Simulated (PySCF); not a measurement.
C5H8F3PS.
Atom-mapped SMILES: `[CH3:1][CH2:2][CH2:3][P@H:4](=[S:5])[C:6]([F:7])=[C:8]([F:9])[F:10]` (hydrogens: H11, H12, H13 on C1; H14, H15 on C2; H16, H17 on C3; H18 on P4)

Structure used (PBE0-D3(BJ)/def2-SVP), in Å, numbered top down from 1:
```
atom  x, y, z in Å
C1    -2.2370   -0.7554   -0.8604
C2    -2.0014    0.3021    0.2053
C3    -0.5654    0.8072    0.2608
P4     0.6356   -0.4943    0.7224
S5     0.1256   -1.6531    2.1924
C6     2.1525    0.4882    0.9468
F7     2.0369    1.5754    1.7145
C8     3.3565    0.1606    0.4695
F9     4.4465    0.8376    0.6831
F10    3.5657   -0.8913   -0.2768
H11   -3.2981   -1.0407   -0.9061
H12   -1.9426   -0.3994   -1.8610
H13   -1.6677   -1.6736   -0.6408
H14   -2.6606    1.1695    0.0375
H15   -2.2608   -0.1058    1.1960
H16   -0.4475    1.5910    1.0264
H17   -0.2316    1.2290   -0.7033
H18    0.9642   -1.1341   -0.5060
```

All values: PBE0/pcSseg-1 (PySCF, non-relativistic), on one gas-phase PBE0-D3(BJ)/def2-SVP geometry that isn't relaxed in the solvent. The solvent is an IEF-PCM continuum (cavity from Bondi-type radii × 1.2). Only the electrostatic response of the medium enters.

Gas phase at PBE0/pcSseg-1: HOMO -6.84 eV, LUMO -0.72 eV, dipole 3.94 D.

Task: What does the continuum do to the energy, the frontier levels and the dipole at PBE0/pcSseg-1 in acetonitrile?

Result: 
```json
{"solvent": "acetonitrile", "ε": "35.69", "E(solvent) − E(gas) (kcal/mol)": "-7.23", "polarisation term (kcal/mol)": "-9.52", "distortion of the solute (kcal/mol)": "2.29", "HOMO (eV)": "-7.05", "LUMO (eV)": "-0.55", "dipole (D)": "5.81"}
```

The polarisation term is half the interaction of the solute with the surface charges that it induces; the rest is the cost of distorting the solute's density. The sum is the electrostatic part of solvation alone.

Task: Which radius a makes the point-dipole formula ΔE = −[(ε − 1)/(2ε + 1)]·μ²/a³ give the value in acetonitrile, with the gas-phase dipole?

Result: μ = 1.551 au and |ΔE| = 0.01153 Eh give a = 2.46 Å; the farthest nucleus lies 4.55 Å from the centroid of the nuclei, so such a sphere wouldn't even hold the nuclei. The formula assumes a rigid point dipole at the centre of a sphere.

Task: Give the dipole vector in the frame of the coordinates (D, pointing from negative to positive charge), gas and acetonitrile.

Result: Gas (-0.48, 1.98, -3.38), solvent (-0.17, 2.93, -5.01). Its length changes by +47 % and its direction by 5°.

Task: Which ESP-fitted charges (PBE0/pcSseg-1) respond most in acetonitrile (means over atoms taken as equivalent)?

Result: 
```tsv
atoms	environment	gas (e)	solvent (e)	change
S5	sulfur bonded to P	-0.289	-0.434	-0.145
P4	phosphorus bonded to 2 C, S and H	+0.046	+0.126	+0.080
C3	sp3 carbon bound to phosphorus	-0.250	-0.207	+0.043
C8	=CF2 carbon	+0.410	+0.448	+0.038
H18	P–H hydrogen	+0.117	+0.152	+0.035
C6	vinylic C–F carbon	-0.097	-0.121	-0.024
H17	methylene hydrogen	+0.120	+0.136	+0.016
C2	chain CH2 carbon	+0.151	+0.137	-0.014
```

Task: Which Mayer bond orders change most in acetonitrile?

Result: 
| bond | length (Å) | gas | solvent | change |
| --- | --- | --- | --- | --- |
| P4–S5 | 1.940 | 1.714 | 1.584 | -0.130 |
| C3–P4 | 1.830 | 0.871 | 0.897 | +0.026 |
| P4–C6 | 1.821 | 0.830 | 0.850 | +0.020 |
| C6–F7 | 1.336 | 0.932 | 0.922 | -0.010 |
| P4–H18 | 1.423 | 0.862 | 0.870 | +0.008 |
| C3–H17 | 1.104 | 0.922 | 0.915 | -0.007 |
| C3–H16 | 1.102 | 0.929 | 0.924 | -0.005 |
| C2–H15 | 1.102 | 0.935 | 0.939 | +0.004 |
